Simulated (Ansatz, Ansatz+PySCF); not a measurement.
```xyz
2

Al    0.0000    0.0000    0.0000
Al    0.0000    0.0000    2.9711
```

Basis set: def2-SVP (spherical functions). Correlated methods keep 10 orbitals frozen. Correlation on ROHF uses semicanonical orbitals with singles. Charge 0, multiplicity 3.

Computed with Ansatz (development build ahead of 0.2.0); each method stands on the lowest determinant of its kind that the runs found.

The atomization energy at this shape (free ground-state atoms in the same class of orbitals less the molecule, no zero-point energy) of triplet Al₂:

```tsv
method	atomization energy
UHF-CCSD(T)	26.39 kcal/mol
ROHF-MP2	25.59 kcal/mol
UHF-MP2	24.61 kcal/mol
```

Q: What does ROHF give?

A: 15.64 kcal/mol.
